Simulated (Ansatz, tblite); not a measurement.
Cost and result up the ladder for the cluster Al3P4⁻ (7 atoms). Charge -1, multiplicity 1. Geometry: r2SCAN-D4/def2-SVPD.

| atom | x (Å) | y (Å) | z (Å) |
| --- | --- | --- | --- |
| Al1 | -1.6034 | 0.0671 | 0.3268 |
| Al2 | 1.3401 | -0.1682 | 0.9248 |
| Al3 | 0.3211 | 0.3792 | -1.4331 |
| P4 | 2.4607 | 0.8477 | -0.7540 |
| P5 | -1.8136 | 1.1938 | -1.6213 |
| P6 | -0.1926 | -1.8010 | 0.2390 |
| P7 | -0.5123 | -0.5186 | 2.3177 |

Ansatz on 4 threads of Arm Neoverse N1 on a shared host; xTB runs through tblite on one thread. Times are rough, summed over both states, and most runs start from the orbitals of an earlier one. PBE0-D4/def2-TZVPD serves as the yardstick here, not as an exact answer. Differences are given only for rows in sets of like size (and for xTB, whose basis is part of the method), since another set adds its own error. The other state is a triplet at its own geometry, which has other bonds, so the gap mixes isomer and spin.

The xTB rows come from tblite. Correlated methods freeze 35 core orbitals. The rows differ in basis, and correlated rows in double-zeta sets carry the largest basis error. In CCSD on the charge -1 triplet the largest single amplitude is 0.17, so its Hartree–Fock determinant may place the open shell otherwise than the density functionals do. At PBE0-D4/def2-TZVPD a singlet of charge -1 lies 0.50 eV below the triplet, each at its own geometry. The structure comes from a short search, and lower isomers may exist.

Run but left out: HF/STO-3G (triplet: ⟨S²⟩ 2.60, where a pure state has 2.00); HF/def2-SVPD, HF/def2-TZVPD, MP2/def2-SVPD, MP2/def2-TZVPD (triplet: a determinant that CCSD turns far, T1 0.047).

Correlated methods converge slowly with the basis, most of all in double-zeta sets.

xTB has no spin-polarisation term.

```
                           level  functions  triplet − singlet (eV)  difference from PBE0-D4/def2-TZVPD (eV)                                                 remarks
             BHLYP-D4/def2-TZVPD        301                    0.54                                     0.04                                                       –
PBE0-D4/def2-TZVPD (with forces)        301                    0.50                                     0.00                                                       –
               CCSD(T)/def2-SVPD        168                    0.59                                        –  large T1 (0.031) (singlet), large T1 (0.047) (triplet)
                        GFN1-xTB         63                    0.62                                     0.12                                                       –
                        GFN2-xTB         63                    1.29                                     0.79                                                       –
               PBE-D4/def2-TZVPD        301                    0.40                                    -0.10                                                       –
            r2SCAN-D4/def2-TZVPD        301                    0.40                                    -0.10                                                       –
```

Question: Estimate how long each takes.

Answer: GFN1-xTB 0.041 s; GFN2-xTB 0.054 s; PBE-D4/def2-TZVPD 31 s; BHLYP-D4/def2-TZVPD 71 s; PBE0-D4/def2-TZVPD (with forces) 81 s; r2SCAN-D4/def2-TZVPD 88 s; CCSD(T)/def2-SVPD 3.2 min. On shared hardware such times vary by a factor of up to 3.
